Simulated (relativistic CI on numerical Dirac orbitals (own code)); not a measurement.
## Pd+ (4d9) in a crystal field

Calculated by Dirac-Coulomb-Breit CI, orbitals from a KLI potential per configuration, model QED (radiative potential, 1s self-energy scaled to tabulated hydrogen-like ionisation energies), valence Slater integrals scaled by 0.65, one configuration in a parametric crystal field (own radial code).

Field parameters in Wybourne normalisation: D3d B²₀ = −7Dσ, B⁴₀ = −14Dq − 21Dτ, B⁴₃ = −14√(10/7) Dq. The field is a parameter set, without covalency.

S is read from ⟨S²⟩ = S(S + 1).

Levels (cm⁻¹, degeneracy): 0 (2), 115 (2), 14934 (2), 16855 (2), 17418 (2).

**Question.** Which field gives this pattern?
A. D3d, 10Dq = 15900, Dσ = 760, Dτ = 40 cm⁻¹
B. D3d, 10Dq = 15900, Dσ = 550, Dτ = 40 cm⁻¹
C. D3d, 10Dq = 15900, Dσ = 330, Dτ = 40 cm⁻¹
D. D3d, 10Dq = 15900, Dσ = -330, Dτ = 40 cm⁻¹

**Answer.** D. D3d, 10Dq = 15900, Dσ = -330, Dτ = 40 cm⁻¹, ground level with S = 0.50.
